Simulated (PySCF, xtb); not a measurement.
C₆H₁₀, SMILES C1CCC(C)=C1.

GFN2-xTB (xtb) at its own geometry gives an orbital gap of 5.04 eV and a dipole moment of 0.39 D.

Geometry optimised at r2SCAN-D4/def2-SVP. One conformer was computed; it need not be the lowest.

What does PBE/def2-TZVP run with PySCF give? (An estimate is asked for; the answer gives what the named calculation found.)

gap 5.09 eV (levels -5.41 and -0.32 eV), dipole 0.27 D.
